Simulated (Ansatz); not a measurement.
Reaction (ligand exchange at the As–C bond): `CNC[AsH2]` + CH₃SH → `CS[AsH2]` + `CNC`

Isolated molecules relaxed with PBE0-D4/def2-TZVP in Ansatz; ΔE leaves out vibrations. CCSD(T)/CBS is the MP2 limit (def2-TZVPP, def2-QZVPP) plus CCSD(T) − MP2 in def2-TZVPP, frozen cores. This one scheme is used for every species. Functionals use def2-TZVPP. B3LYP here is the variant with VWN-RPA as its local correlation; programs differ in this. For As outer-core shells are correlated without core-valence functions, which leaves a few kJ/mol of doubt a bond. Scalar relativity is left out up to krypton. One conformer a species, not always the lowest.

`CNC[AsH2]`:

```xyz
12

C    -0.905   -0.860    1.204
N    -0.469   -0.356   -0.082
C     0.493    0.710    0.029
As    1.214    1.336   -1.698
H    -1.591   -1.697    1.056
H    -1.450   -0.077    1.737
H    -0.081   -1.196    1.855
H    -0.092   -1.106   -0.646
H     1.370    0.463    0.653
H     0.017    1.580    0.492
H     1.616   -0.058   -2.173
H    -0.121    1.261   -2.427
```

CH₃SH:

Cartesian coordinates in Å:
```
C 0.131 0.462 0.103
S -0.107 -0.974 -0.966
H -0.812 0.808 0.525
H 0.537 1.249 -0.532
H 0.846 0.254 0.898
H -0.594 -1.800 -0.028
```

`CS[AsH2]`:

Z-matrix (Å, degrees):
```
C
S 1 1.810
H 1 1.090 2 111.5
H 1 1.090 2 111.5 3 123.5
H 1 1.091 2 106.0 3 -118.3
As 2 2.233 1 99.1 3 -62.0
H 6 1.524 2 96.4 1 133.3
H 6 1.524 2 96.3 1 -134.1
```

`CNC`:

```xyz
10

C    -0.499   -1.052    0.323
N     0.339   -0.275   -0.561
C     0.290    1.140   -0.275
H    -0.385   -2.116    0.105
H    -1.548   -0.792    0.153
H    -0.290   -0.894    1.395
H     1.293   -0.603   -0.506
H    -0.716    1.519   -0.476
H     0.981    1.677   -0.929
H     0.534    1.396    0.771
```

```
             level  ΔE (kJ/mol)  difference from CCSD(T)/CBS
           PBE0-D4        -51.9                         -5.5
           ωB97M-V        -47.7                         -1.3
            B2PLYP        -49.9                         -3.5
               PBE        -53.3                         -6.9
             B3LYP        -53.5                         -7.1
     HF/def2-TZVPP        -52.5                         -6.1
    MP2/def2-TZVPP        -43.5                          2.9
    MP2/def2-QZVPP        -46.1                          0.3
SCS-MP2/def2-QZVPP        -46.6                         -0.2
      HF/CBS(def2)        -52.8                         -6.4
       CCSD(T)/CBS        -46.4                            0
```

Largest T1 diagnostic among the species: 0.011.

In def2-TZVPP, CCSD(T) changes the Hartree–Fock value by +10.6 kJ/mol (the triples alone add +0.0 kJ/mol) and MP2 by +9.0 kJ/mol.
